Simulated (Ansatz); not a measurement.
Start from `O[CH]([SiH3])[GeH3]` and change one atom or group to get `OC([SiH3])[AsH2]`.

Ansatz, PBE0-D4/def2-TZVP geometries, multiplicity 1. Each molecule was computed in one conformer, which needn't be the lowest.

Scalar relativity is left out up to krypton.

| property | `O[CH]([SiH3])[GeH3]` |
| --- | --- |
| LUMO energy (PBE0/def2-TZVPP) / eV | 0.16 |
| HOMO–LUMO gap (B3LYP/def2-TZVPP) / eV | 7.38 |
| LUMO energy (B3LYP/def2-TZVPP) / eV | -0.10 |
| HOMO energy (B3LYP/def2-TZVPP) / eV | -7.48 |
| HOMO energy (PBE0/def2-TZVPP) / eV | -7.70 |
| LUMO energy (PBE/def2-TZVPP) / eV | -0.68 |

Q: Give the same properties after the change, and the shifts. (An estimate is asked.)

A: Computed: 
```
                             property  `OC([SiH3])[AsH2]`  shift
   LUMO energy (PBE0/def2-TZVPP) / eV               -0.23  -0.39
HOMO–LUMO gap (B3LYP/def2-TZVPP) / eV                6.53  -0.85
  LUMO energy (B3LYP/def2-TZVPP) / eV               -0.48  -0.38
  HOMO energy (B3LYP/def2-TZVPP) / eV               -7.01   0.47
   HOMO energy (PBE0/def2-TZVPP) / eV               -7.20   0.50
    LUMO energy (PBE/def2-TZVPP) / eV               -1.06  -0.38
```

With PBE0 the HOMO rises by 0.50 eV and the LUMO falls by 0.39 eV, so the gap narrows by about 0.89 eV. PBE moves the HOMO by 0.16 eV and ωB97M-V by 0.66 eV.

B3LYP here is the variant with VWN-RPA as its local correlation; programs differ in this.
